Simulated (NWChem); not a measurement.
Molecule: ditellurium (Te2, triplet); SMILES [Te]=[Te]

Computed with NWChem. Spin-unrestricted. No stability test was run on the SCF state. def2 effective core potentials on Te; no spin-orbit coupling. Each level has its own optimisation; frequencies are unscaled.

For level B3LYP/3-21G (all-electron, non-relativistic):

| Property | Value |
|---|---|
| r Te–Te (Å) | 2.723 |
| highest harmonic frequency (cm⁻¹) | 216 |

Question: Estimate the same quantities for level PBE/def2-SVP (core potentials).

Answer: 
| Quantity | Result |
|---|---|
| r Te–Te (Å) | 2.601 |
| highest harmonic frequency (cm⁻¹) | 243 |
